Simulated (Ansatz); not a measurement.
`OC[Te][SiH2]F` + `N=CF` → `F/C=N/[SiH2]F` + `OC[TeH]`  (ligand exchange at the Si–Te bond)

Isolated molecules relaxed with PBE0-D4/def2-TZVP in Ansatz; ΔE leaves out vibrations. CCSD(T)/CBS is the MP2 limit (def2-TZVPP, def2-QZVPP) plus CCSD(T) − MP2 in def2-TZVPP, frozen cores. This one scheme is used for every species. Functionals use def2-TZVPP. def2 core potentials past Kr. For Te outer-core shells are correlated without core-valence functions, which leaves a few kJ/mol of doubt a bond. One conformer a species, not always the lowest.

Task: Is it downhill or uphill in electronic energy at CCSD(T)/CBS, and by how much? (Best estimate.)

Result: The calculation gave: Downhill: ΔE = -3.8 kJ/mol.

Task: What do these levels give: r2SCAN0-D4, r2SCAN0, RPA@PBE/def2-TZVPP, MP2/def2-TZVPP, HF/def2-QZVPP, HF/CBS(def2)? (Best estimate.)

Result: Computed: r2SCAN0-D4 -5.8, r2SCAN0 -6.7, RPA@PBE/def2-TZVPP -11.5, MP2/def2-TZVPP -6.6, HF/def2-QZVPP -25.5, HF/CBS(def2) -25.5 kJ/mol.

Task: What do rigid-rotor, harmonic-oscillator terms from PBE0-D4/def2-TZVP frequencies (298.15 K, 1 bar) make of the CCSD(T)/CBS value? (Estimate.)

Result: Ansatz gave: ΔZPE = -9.1 kJ/mol, ΔH = -13.4 kJ/mol, ΔS = -7 J/(mol·K), ΔG = -11.3 kJ/mol. Modes under 50 cm⁻¹ make the entropy rough.

Largest T1 diagnostic among the species: 0.013.

In def2-TZVPP, CCSD(T) changes the Hartree–Fock value by +15.6 kJ/mol (the triples alone add +3.0 kJ/mol) and MP2 by +18.3 kJ/mol. Leaving LDA and LC-ωPBE aside and taking each functional with its dispersion term where it has one, the values, not all of them listed here, spread over 20.7 kJ/mol, from CAM-B3LYP-D4 to PBE-D4. LDA lies −4.7 kJ/mol from PBE without D4. At CCSD(T), def2-SVP lies −4.9 kJ/mol from the extrapolated value and def2-TZVPP −5.6 kJ/mol.
